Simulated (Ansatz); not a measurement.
CH8O2Si2 (`O[SiH2]C[SiH2]O`), charge 0, multiplicity 1.

Q: Give a relaxed structure at PBE0-D4/def2-TZVP (Ansatz 0.2.0). (Best estimate.)

A: The calculation gave: 
Z-matrix (Å, degrees):
```
Si
C 1 1.867
O 1 1.651 2 112.1
H 1 1.482 2 109.9 3 -116.3
H 1 1.491 2 109.6 3 123.1
Si 2 1.867 1 113.9 3 42.6
H 2 1.096 1 109.7 3 -80.7
H 2 1.097 1 107.6 3 163.2
H 3 0.957 1 118.3 2 67.5
O 6 1.651 2 112.8 1 164.3
H 6 1.490 2 108.4 1 -73.4
H 6 1.482 2 110.5 1 47.3
H 10 0.958 6 117.8 2 67.1
```
This is one stationary point; other conformers may exist.
